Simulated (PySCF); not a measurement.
Computed shifts of a molecule C₂H₅BF₂O, PySCF with PBE/pcSseg-1, GIAO, gas phase, equivalent atoms averaged, in ppm (number of nuclei): ¹³C: 62.8 (1), 25.3 (1). ¹⁹F: -90.1 (1), -100.7 (1). ¹H: 4.18 (1), 1.61 (3), -0.05 (1). References: ¹³C against TMS (σ = 182.0 ppm); ¹⁷O against H2O (σ = 334.3 ppm); ¹¹B against BF3 (σ = 83.9 ppm); ¹⁹F against CFCl3 (σ = 133.6 ppm); ¹H against TMS (σ = 31.49 ppm), references at their B3LYP-D3(BJ)/def2-TZVP geometries, non-relativistic. Coordinates come from a r2SCAN-D4/def2-SVP optimisation. The values are those of a single conformer.

Task: Which structure fits?
A. C[C@H](O)B(F)F
B. OCCB(F)F
C. COB(F)CF
D. OB(CF)CF

Result: A, C[C@H](O)B(F)F
